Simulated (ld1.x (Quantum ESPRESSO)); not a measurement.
palladium (Pd): excitation energies, all-electron against TM

Pd, norm-conserving Troullier–Martins (Kleinman–Bylander form), made with ld1.x (Quantum ESPRESSO) 7.5 (PBE, scalar-relativistic). Core [Kr], reference 4d10 5s0 5p0. Waves: 5s (bound, empty): rc 1.95 bohr; 5p (bound, empty): rc 4.20 bohr; 4d (bound): rc 2.15 bohr. Local part: all-electron potential smoothed inside 2.00 bohr (lloc = -1). Core correction: none.

Energies are relative to the spin-unpolarised reference configuration 4d10 5s0 5p0; without spin polarisation the order of configurations can differ from experiment. Not all tests gave a result: 1 of 7 tests not solved or not reliable. Left out of the table: 4d8 5s1 5p0 (solver errors, printed error -3.9 eV).

```
valence configuration  charge  ΔE all-electron (eV)  error AE − PS (meV)
          4d9 5s0 5p0      +1                 9.115                 -7.2
          4d7 5s0 5p0      +3                64.293                 -301
          4d6 5s0 5p0      +4               113.639                 -724
        4d9.5 5s0 5p0    +0.5                 3.234                 -0.4
          4d9 5s1 5p0       0                 1.501                  -46
```

**Question.** What are ΔE and the potential's error for 4d8 5s0 5p0?

**Answer.** ΔE = 29.934 eV all-electron; the error (AE − PS) is -80 meV.

These tests converged, but a pseudo level misses the all-electron one widely, so the file describes the atom poorly there or has found another state: 4d7 5s0 5p0: empty 5p by 2.4 eV (a node warning on the way); 4d6 5s0 5p0: empty 5p by 6.6 eV.

Note: ghost state, extra bound levels that the all-electron valence spectrum of the same l lacks: s at -7.6 eV. A true bound ghost makes a file unfit for plane-wave use.
